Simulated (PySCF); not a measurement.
Vertical excitations of a molecule CH₈FNSi₂ from PySCF with TDDFT-PBE0/def2-SVPD, as energy in eV (oscillator strength): 5.64 (0.006), 6.56 (0.011), 6.65 (0.039), 6.76 (0.052), 7.14 (0.022), 7.28 (0.024), 7.42 (0.015), 7.59 (0.041), 7.65 (0.001), 7.69 (0.131). Lowest triplet (TDA): 5.27 eV. Geometry: ωB97X-D3(BJ)/def2-SVP. Other conformers were not sampled.

Q: Identify the compound among the candidates.
A. N[SiH2][SiH2]CF
B. F[SiH2]NC[SiH3]
C. C[Si@@H](F)N[SiH3]
D. C[Si@H](N)[SiH2]F

A: A, N[SiH2][SiH2]CF
